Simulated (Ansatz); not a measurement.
Geometry optimisation, RHF/def2-SVP in Ansatz 0.2.0.

Input file:

```yaml
crystal:
  periodic: [false, false, false]
  atoms:
    - { symbol: B, position_ang: [0.067486, -0.248811, 0.025343] }
    - { symbol: Cl, position_ang: [0.063848, -0.664839, 1.801253] }
    - { symbol: Cl, position_ang: [1.483065, -0.590917, -0.926599] }
    - { symbol: H, position_ang: [-0.926676, 0.17126, -0.456928] }
    - { symbol: Br, position_ang: [0.427574, 2.865085, 0.878965] }
    - { symbol: H, position_ang: [0.255403, 1.895223, 1.991265] }
basis:
  gaussian: { orbitals: def2-SVP }
hamiltonian:
  xc: hf
relax:
  f_tol: 0.03
  max_steps: 50
```

Launched with:

```bash
$ ansatz run input.yaml --threads 1 --pin off --max-ram 2048MiB --backend cpu --events-out ev --progress --plain --runs-dir out
```

Q: Where does it end, and by what steps?

A: The run converged. After 8 steps the energy has fallen by 0.236 eV; Br5 moved furthest, 0.63 Å.

| step | energy less start (eV) | largest force component (eV/Å) | accepted |
| --- | --- | --- | --- |
| 0 | 0.0000 | 1.427 | yes |
| 1 | -0.1653 | 0.836 | yes |
| 2 | -0.1551 | 1.069 | no |
| 3 | -0.1949 | 0.784 | yes |
| 4 | -0.2112 | 0.747 | yes |
| 5 | -0.2224 | 0.615 | yes |
| 6 | -0.2285 | 0.445 | yes |
| 7 | -0.2345 | 0.108 | yes |
| 8 | -0.2357 | 0.023 | yes |

```xyz
6
Properties=species:S:1:pos:R:3
B 0.063 -0.526 -0.081
Cl 0.101 -0.821 1.649
Cl 1.425 -0.975 -1.077
H -0.897 -0.031 -0.570
Br 0.441 3.397 1.219
H 0.236 2.382 2.174
```

Time of the run: 21 s on 1 thread of Arm Neoverse V1, with other jobs on the host, peak memory 0.19 GiB.
